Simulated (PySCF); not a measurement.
**Ionisation energy of F+ by level of theory**

F+ [He] 2s2 2p4 [2p1/2^2 2p3/2^2, M_J = 2] → F(2+) [He] 2s2 2p3 [2p1/2^2 2p3/2^1, M_J = 3/2], as a difference of total energies. Calculation: PySCF 2.14, in x2c-SVPall-2c; the two-component X2C-1e Hamiltonian. Correlated levels: 1s2 frozen. "Screened" scales the spin-orbit matrix elements by Boettger's factors to mimic the two-electron term; Breit and QED terms are absent.

```
                    method  ionisation energy (eV)
           GHF (spin-free)                  33.445
          GMP2 (spin-free)                  34.343
 GHF (screened spin-orbit)                  33.465
GMP2 (screened spin-orbit)                  34.363
```

Task: How much does correlation contribute at GMP2 (screened spin-orbit)?

Result: 34.363 − (33.465) = 0.898 eV, measured against GHF (screened spin-orbit).

Errors of the correlated levels include the incompleteness of this basis and the frozen core.

The labels give the starting determinants; with spin-orbit coupling the two ends relaxed to ⟨J²⟩ = 6.01, ⟨L²⟩ = 2.00, ⟨S²⟩ = 2.00 and ⟨J²⟩ = 3.75, ⟨L²⟩ = 0.00, ⟨S²⟩ = 3.75.

For comparison: 34.971 eV (measured; NIST Atomic Spectra Database, ionization energies).
